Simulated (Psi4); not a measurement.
C2H8Si (SMILES C[SiH2]C), singlet, geometry from GFN2-xTB, with bond 11-3 at 2.0 times its length; BLYP/STO-3G (Psi4 1.11).

Here is a job for Psi4.
```
memory 2 GB

molecule mol {
0 1
  Si    0.035461   -0.433480   -0.370373
  C     1.457530    0.738733    0.087122
  C    -1.522904    0.060402    0.595673
  H     0.407409   -1.814471   -0.032555
  H    -0.230713   -0.345479   -1.812943
  H     1.215766    1.770295   -0.153907
  H     2.365254    0.481517   -0.450450
  H     1.682822    0.695107    1.149198
  H    -2.356130   -0.593044    0.355159
  H    -1.827838    1.077587    0.365422
  H    -1.198661   -0.055603    2.741382
}

set basis sto-3g
set reference rks
set dft_radial_scheme mura

energy('blyp')
print_variables()
```

The log (banner, timings and long lists left out):

```
   => Loading Basis Set <=

    Name: STO-3G
    Role: ORBITAL
    Keyword: BASIS

         ---------------------------------------------------------
                                   SCF
               by Justin Turney, Rob Parrish, Andy Simmonett
                          and Daniel G. A. Smith
                              RKS Reference
         ---------------------------------------------------------

  ==> Geometry <==

    Molecular point group: c1
    Full point group: C1

    Geometry (in Angstrom), charge = 0, multiplicity = 1:

       Center              X                  Y                   Z               Mass
    ------------   -----------------  -----------------  -----------------  -----------------
         SI           0.031031186078    -0.411621157047    -0.370537226439    27.976926534650
         C            1.453100186078     0.760591842953     0.086957773561    12.000000000000
         C           -1.527333813922     0.082260842953     0.595508773561    12.000000000000
         H            0.402979186078    -1.792612157047    -0.032719226439     1.007825032230
         H           -0.235142813922    -0.323620157047    -1.813107226439     1.007825032230
         H            1.211336186078     1.792153842953    -0.154071226439     1.007825032230
         H            2.360824186078     0.503375842953    -0.450614226439     1.007825032230
         H            1.678392186078     0.716965842953     1.149033773561     1.007825032230
         H           -2.360559813922    -0.571185157047     0.354994773561     1.007825032230
         H           -1.832267813922     1.099445842953     0.365257773561     1.007825032230
         H           -1.203090813922    -0.033744157047     2.741217773561     1.007825032230

  Running in c1 symmetry.

  Rotational constants: A =      0.47448  B =      0.19150  C =      0.15680 [cm^-1]
  Rotational constants: A =  14224.56120  B =   5741.16444  C =   4700.86090 [MHz]
  Nuclear repulsion =  110.869900308954826

  Charge       = 0
  Multiplicity = 1
  Electrons    = 34
  Nalpha       = 17
  Nbeta        = 17

  ==> Algorithm <==

  SCF Algorithm Type is DF.
  DIIS enabled.
  MOM disabled.
  Fractional occupation disabled.
  Guess Type is SAD.
  Energy threshold   = 1.00e-06
  Density threshold  = 1.00e-06
  Integral threshold = 1.00e-12

  ==> Primary Basis <==

  Basis Set: STO-3G
    Blend: STO-3G
    Number of shells: 19
    Number of basis functions: 27
    Number of Cartesian functions: 27
    Spherical Harmonics?: true
    Max angular momentum: 1

  ==> DFT Potential <==

   => LibXC <=

    Version 7.1.2
    S. Lehtola, C. Steigemann, M. J. T. Oliveira, and M. A. L. Marques,  SoftwareX 7, 1–5 (2018) (10.1016/j.softx.2017.11.002)

   => Composite Functional: BLYP <=

    BLYP GGA Exchange-Correlation Functional

    P.J. Stephens et. al., J. Phys. Chem., 98, 11623-11627, 1994
    B. Miehlich et. al., Chem. Phys. Lett., 157(3), 200-206 1989

    Deriv               =              1
    GGA                 =           TRUE
    Meta                =          FALSE

    Exchange Hybrid     =          FALSE
    MP2 Hybrid          =          FALSE

   => Exchange Functionals <=

    1.0000     XC_GGA_X_B88

   => Correlation Functionals <=

    1.0000     XC_GGA_C_LYP

   => LibXC Density Thresholds  <==

    XC_GGA_C_LYP:  1.00E-14
    XC_GGA_X_B88:  1.00E-15

   => Molecular Quadrature <=

    Radial Scheme          =           MURA
    Pruning Scheme         =           NONE
    Nuclear Scheme         =       TREUTLER

    Blocking Scheme        =         OCTREE
    BS radius alpha        =              1
    Pruning alpha          =              1
    Radial Points          =             75
    Spherical Points       =            302
    Total Points           =         239175
    Total Blocks           =           1823
    Max Points             =            256
    Max Functions          =             26
    Weights Tolerance      =       1.00E-15

   => Loading Basis Set <=

    Name: (STO-3G AUX)
    Role: JKFIT
    Keyword: DF_BASIS_SCF

  ==> Integral Setup <==

  SCF_SUBTYPE=INCORE selected. In-core MEM_DF algorithm will be used.
  Using in-core AOs.

  ==> MemDFJK: Density-Fitted J/K Matrices <==

    J tasked:                   Yes
    K tasked:                    No
    wK tasked:                   No
    Algorithm:                 Core
    Schwarz Cutoff:           1E-12
    Mask sparsity (%):       0.8230
    Fitting Condition:        1E-10

   => Auxiliary Basis Set <=

  Basis Set: (STO-3G AUX)
    Blend: DEF2-UNIVERSAL-JKFIT
    Number of shells: 136
    Number of basis functions: 422
    Number of Cartesian functions: 493
    Spherical Harmonics?: true
    Max angular momentum: 4

  Minimum eigenvalue in the overlap matrix is 2.2953332663E-01.
  Reciprocal condition number of the overlap matrix is 9.9470787956E-02.
    Using symmetric orthogonalization.

  ==> Pre-Iterations <==

  SCF Guess: Superposition of Atomic Densities via on-the-fly atomic UHF (no occupation information).

   -------------------------
    Irrep   Nso     Nmo
   -------------------------
     A         27      27
   -------------------------
    Total      27      27
   -------------------------

  ==> Iterations <==

                           Total Energy        Delta E     RMS |[F,P]|

   @DF-RKS iter SAD:  -364.03944019383903   -3.64039e+02   0.00000e+00
   @DF-RKS iter   1:  -365.89659650979110   -1.85716e+00   8.82589e-03 DIIS/ADIIS
   @DF-RKS iter   2:  -365.65384203747817    2.42754e-01   1.71324e-02 DIIS/ADIIS
   @DF-RKS iter   3:  -365.85777730842307   -2.03935e-01   1.13453e-02 DIIS/ADIIS
   @DF-RKS iter   4:  -365.94148255439706   -8.37052e-02   2.29061e-03 DIIS/ADIIS
   @DF-RKS iter   5:  -365.94129817868242    1.84376e-04   2.16625e-03 DIIS/ADIIS
   @DF-RKS iter   6:  -365.94389483944718   -2.59666e-03   9.70203e-04 DIIS/ADIIS
   @DF-RKS iter   7:  -365.94452456293266   -6.29723e-04   6.84081e-05 DIIS
   @DF-RKS iter   8:  -365.94452283285511    1.73008e-06   8.55120e-05 DIIS
   @DF-RKS iter   9:  -365.94452787587375   -5.04302e-06   1.50270e-05 DIIS
   @DF-RKS iter  10:  -365.94452803473763   -1.58864e-07   1.68159e-06 DIIS
   @DF-RKS iter  11:  -365.94452803674238   -2.00475e-09   2.45271e-07 DIIS
  Energy and wave function converged.

  ==> Post-Iterations <==

   Electrons on quadrature grid:
      Ntotal   =   33.9999810658 ; deviation = -1.893e-05

    Orbital Energies [Eh]
    ---------------------

    Doubly Occupied:

       1A    -64.741580     2A     -9.707722     3A     -9.700953
       4A     -4.868186     5A     -3.234992     6A     -3.234750
       7A     -3.234518     8A     -0.583222     9A     -0.552126
      10A     -0.403138    11A     -0.319767    12A     -0.310819
      13A     -0.302991    14A     -0.246649    15A     -0.225537
      16A     -0.211303    17A     -0.143597

    Virtual:

      18A     -0.014794    19A      0.259000    20A      0.283232
      21A      0.295099    22A      0.309599    23A      0.425944
      24A      0.435080    25A      0.439490    26A      0.451548
      27A      0.463469

    Final Occupation by Irrep:
              A
    DOCC [    17 ]
    NA   [    17 ]
    NB   [    17 ]

  @DF-RKS Final Energy:  -365.94452803674238

   => Energetics <=

    Nuclear Repulsion Energy =            110.8699003089548256
    One-Electron Energy =                -724.8214933291335456
    Two-Electron Energy =                 282.6316945371285669
    DFT Exchange-Correlation Energy =     -34.6246295536922375
    Empirical Dispersion Energy =           0.0000000000000000
    VV10 Nonlocal Energy =                  0.0000000000000000
    Total Energy =                       -365.9445280367423834

Computation Completed

Properties will be evaluated at   0.000000,   0.000000,   0.000000 [a0]

Properties computed using the SCF density matrix

 Multipole Moments:

 ------------------------------------------------------------------------------------
     Multipole            Electronic (a.u.)      Nuclear  (a.u.)        Total (a.u.)
 ------------------------------------------------------------------------------------

 L = 1.  Multiply by 2.5417464519 to convert [e a0] to [Debye]
 Dipole X            :         -0.0229646            0.0217419           -0.0012227
 Dipole Y            :         -1.2603755            1.2948397            0.0344642
 Dipole Z            :         -2.3585578            2.0168486           -0.3417092
 Magnitude           :                                                    0.3434450

 ------------------------------------------------------------------------------------

  Variable Map:
  ----------------------------------------------------------------------------
  "CURRENT ENERGY"              =>    -365.944528036742
  "CURRENT REFERENCE ENERGY"    =>    -365.944528036742
  "DD SOLVATION ENERGY"         =>       0.000000000000
  "DFT FUNCTIONAL TOTAL ENERGY" =>    -365.944528036742
  "DFT TOTAL ENERGY"            =>    -365.944528036742
  "DFT VV10 ENERGY"             =>       0.000000000000
  "DFT XC ENERGY"               =>     -34.624629553692
  "GRID ELECTRONS ALPHA"        =>      16.999990532899
  "GRID ELECTRONS BETA"         =>      16.999990532899
  "GRID ELECTRONS TOTAL"        =>      33.999981065798
  "NUCLEAR REPULSION ENERGY"    =>     110.869900308955
  "ONE-ELECTRON ENERGY"         =>    -724.821493329134
  "PCM POLARIZATION ENERGY"     =>       0.000000000000
  "PE ENERGY"                   =>       0.000000000000
  "SCF ITERATION ENERGY"        =>    -365.944528036742
  "SCF ITERATIONS"              =>      11.000000000000
  "SCF TOTAL ENERGY"            =>    -365.944528036742
  "TWO-ELECTRON ENERGY"         =>     282.631694537129
  "XC GRID RADIAL POINTS"       =>      75.000000000000
  "XC GRID SPHERICAL POINTS"    =>     302.000000000000
  "XC GRID TOTAL POINTS"        =>  239175.000000000000

  Array Variable Map:
  ----------------------------------------------------------------------------
  "CURRENT DIPOLE"              =>      -0.001222653860 ... -0.341709188171 1 by 3
  "SCF DIPOLE"                  =>      -0.001222653860 ... -0.341709188171 1 by 3
  "SCF TOTAL ENERGIES"          =>    -364.039440193839 ... -365.944528036742 1 by 12
```
